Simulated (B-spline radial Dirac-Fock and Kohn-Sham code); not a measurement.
# Radiative decay of the 2s hole in Sm³⁺

System: the Sm³⁺ ion, configuration [Xe] 4f5, inside a Watson sphere of charge -3 and radius 1.6 Å (a model of the Madelung potential; inside it an electron's potential energy is raised by 27.0 eV).

These are calculated numbers from a radial B-spline solver; the model is independent-particle radiative and Coulomb Auger rates from relativistic LDA hole-state orbitals, with Dirac-Fock energies.

```
       line  multipole  energy (eV)  width (meV)  share (%)
      L1-L2         E1        429.9        0.131     0.0382
      L1-L3         E1       1025.6         3.95       1.15
Lβ4 (L1-M2)         E1       6196.2          106       30.7
Lβ3 (L1-M3)         E1       6319.0          154       45.0
      L1-M4         E2       6634.6         2.15      0.627
      L1-M5         E2       6660.5         3.22      0.937
Lγ2 (L1-N2)         E1       7457.3         25.0       7.27
Lγ3 (L1-N3)         E1       7484.2         38.0       11.1
      L1-N4         E2       7604.6        0.286     0.0833
      L1-N5         E2       7609.4        0.440      0.128
      L1-O2         E1       7722.6         4.06       1.18
Lγ4 (L1-O3)         E1       7726.6         6.15       1.79
```

The listed lines hold 100.0 % of the radiative rate. The radiative width is 0.343 eV in the length form and 0.344 eV in the velocity form; the two differ because the transition energies are not eigenvalue differences of the potential that gave the orbitals.
